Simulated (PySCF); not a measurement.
Ligands exchanged one at a time, In H-CH3. Isolated molecules, 0 K electronic values unless said otherwise. Strings in code marks are SMILES.

All values below come from B3LYP-D3(BJ)/def2-TZVP // PBE0-D4/def2-TZVP (PySCF 2.14.0). B3LYP has the VWN-RPA correlation part, as in Gaussian. Delta-SCF ions had no search for a lower state. Excitations are Tamm–Dancoff values on a coarser integration grid. The basis has no diffuse functions, so Rydberg states are missing or too high.

```json
[
 {"species": "0 of 3 H replaced by CH3 (`[InH3]`)", "dipole moment (D)": "0.00", "vertical ionisation energy (Delta-SCF) (eV)": "(withheld)", "T1 excitation (TDA) (eV)": "–"},
 {"species": "1 of 3 H replaced by CH3", "dipole moment (D)": "0.69", "vertical ionisation energy (Delta-SCF) (eV)": "9.70", "T1 excitation (TDA) (eV)": "4.17"},
 {"species": "2 of 3 H replaced by CH3 (`[InH]([CH3])[CH3]`)", "dipole moment (D)": "0.58", "vertical ionisation energy (Delta-SCF) (eV)": "(withheld)", "T1 excitation (TDA) (eV)": "4.18"},
 {"species": "3 of 3 H replaced by CH3", "dipole moment (D)": "0.00", "vertical ionisation energy (Delta-SCF) (eV)": "8.87", "T1 excitation (TDA) (eV)": "4.34"}
]
```

Problem. Some entries are withheld; supply them.

Solution. 
- 0 of 3 H replaced by CH3 (`[InH3]`), vertical ionisation energy (Delta-SCF) (eV): 10.59
- 2 of 3 H replaced by CH3 (`[InH]([CH3])[CH3]`), vertical ionisation energy (Delta-SCF) (eV): 9.14
